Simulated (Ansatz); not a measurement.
Single points on the cluster Mo4⁻.

```yaml
crystal:
  periodic: [false, false, false]
  atoms:
    - {symbol: Mo, position_ang: [-0.292586, -1.318268, 0.677009]}
    - {symbol: Mo, position_ang: [-0.839762, 0.600494, 1.263065]}
    - {symbol: Mo, position_ang: [-0.261222, 0.254095, -1.591103]}
    - {symbol: Mo, position_ang: [1.393570, 0.463689, -0.348981]}
basis:
  gaussian: {orbitals: def2-TZVPD, initial_orbitals: start.molden}
total_charge: -1
magnetization: {spin_polarized: true, initial_magnetization: 1}
hamiltonian: {xc: pbe0, dispersion: d4}
scf: {omitted_lower_state_checks: [starts]}
output: {orbitals: {seedname: orbitals}}
```

The file start.molden holds the orbitals of an earlier run on this structure, at another level or in another basis.

```sh
$ ansatz run in.yaml --threads 4 --pin off --events-out ev --progress --plain --max-ram 3916MiB
```

It prints (some lines left out):

```
Functional definition: PBE0
1512 factors; their error is unknown
mean field evaluation 1: about -7368.1446 eV, gradient 1.5e2 eV
mean field evaluation 2: about -7386.0012 eV, gradient 2.4e1 eV
mean field evaluation 4: about -7415.6013 eV, gradient 8.5e0 eV
mean field evaluation 8: about -7419.0087 eV, gradient 4.0e-1 eV
mean field evaluation 16: about -7419.3312 eV, gradient 3.0e-2 eV
mean field -7419.33101803 eV, -272.6553859094 hartree, gradient 1.2e-5 eV, S^2 4.620128; 0 other end points of the search recorded, 0 dependent functions left out
reference -7419.33104271 eV, -272.6553868162 hartree; 29, 28 occupied and 131, 132 virtual orbitals, 1512 factors
Total energy: -7419.58778159 eV, -272.6648217962 hartree
Checks for a lower state left out: starts
```

Hardware: 4 threads of Intel Xeon Platinum 8259CL on a shared host. Wall time 22 s, peak host memory 0.81 GiB.

As the first input, with `hamiltonian: {xc: pbe, dispersion: d4}`, `output: {forces: true, orbitals: {seedname: orbitals}}` (abridged; 26 s):

```
Functional definition: PBE
mean field evaluation 16: about -7426.2141 eV, gradient 1.0e-3 eV
mean field -7426.21410822 eV, -272.9083348085 hartree, gradient 2.3e-6 eV, S^2 1.215102
Total energy: -7426.51663896 eV, -272.9194526081 hartree
Atom 0 force    -0.034741     0.488041    -0.076197 eV/Å
Atom 1 force     0.363900    -0.417993    -0.861563 eV/Å
Atom 2 force     0.148303     0.018128     1.018778 eV/Å
Atom 3 force    -0.477462    -0.088175    -0.081019 eV/Å
Dipole moment:     0.007455    -0.005550     0.002272 e Å
Checks for a lower state left out: starts
```

As the first input, with `correlation: {method: mp2}` and without the key `hamiltonian` (abridged; 9 s):

```
Functional definition: HF
mean field evaluation 16: about -7348.4224 eV, gradient 2.9e-6 eV
mean field -7348.42237292 eV, -270.0495412651 hartree, gradient 3.5e-6 eV, S^2 9.102844
second order -39.52771532 eV of doubles, -0.00000000 eV of singles
Total energy: -7387.95008824 eV, -271.5021580103 hartree
Checks for a lower state left out: starts
```

As the first input, with `hamiltonian: {xc: lda}` (abridged; 11 s):

```
Functional definition: SPW92
mean field evaluation 16: about -7410.9906 eV, gradient 2.1e-5 eV
mean field -7410.99059461 eV, -272.3488810020 hartree, gradient 7.4e-6 eV, S^2 0.778564
Total energy: -7410.99062385 eV, -272.3488820765 hartree
Checks for a lower state left out: starts
```

First input, but with `hamiltonian: {xc: r2scan, dispersion: d4}` (abridged; 33 s):

```
Functional definition: r2SCAN
mean field evaluation 16: about -7425.2902 eV, gradient 1.8e-5 eV
mean field -7425.29015140 eV, -272.8743800215 hartree, gradient 9.9e-6 eV, S^2 3.929277
Total energy: -7425.33891019 eV, -272.8761718741 hartree
Checks for a lower state left out: starts
```

First input, but with `hamiltonian: {xc: {name: revPBE}, dispersion: d4}` (abridged; 22 s):

```
Functional definition: revPBE
mean field evaluation 16: about -7429.2319 eV, gradient 1.7e-3 eV
mean field -7429.23189983 eV, -273.0192366046 hartree, gradient 2.9e-6 eV, S^2 1.428274
Total energy: -7429.72542000 eV, -273.0373731363 hartree
Checks for a lower state left out: starts
```

Geometry: PBE0-D4/def2-SVPD.

In the def2 sets Mo takes a core potential; there is no spin–orbit coupling. Correlated methods freeze no core orbitals; core or outer-core shells of Mo are correlated, in sets that lack core-valence functions. At PBE0-D4/def2-TZVPD, PBE-D4/def2-TZVPD, MP2/def2-TZVPD, r2SCAN-D4/def2-TZVPD and others the charge -1 doublet is spin-contaminated (final ⟨S²⟩ up to 9.10, 0.75 for a pure state). At PBE-D4/def2-TZVPD, LDA (SPW92)/def2-TZVPD, r2SCAN-D4/def2-TZVPD, revPBE-D4/def2-TZVPD the highest occupied level of the charge -1 doublet lies above zero (up to 0.80 eV). It is a level of α spin, whose loss leaves a singlet; that state wasn't run at this geometry and level. The electron is either unbound and held by the finite basis, or the level is raised by self-interaction error. No other spin state of charge -1 was run. The geometry of the doublet was relaxed on an unsound state (⟨S²⟩ 3.53, where a pure state has 0.75). Another isomer (doublet) lies 1.03 eV lower at PBE0-D4/def2-TZVPD; other spin states weren't run for this one.
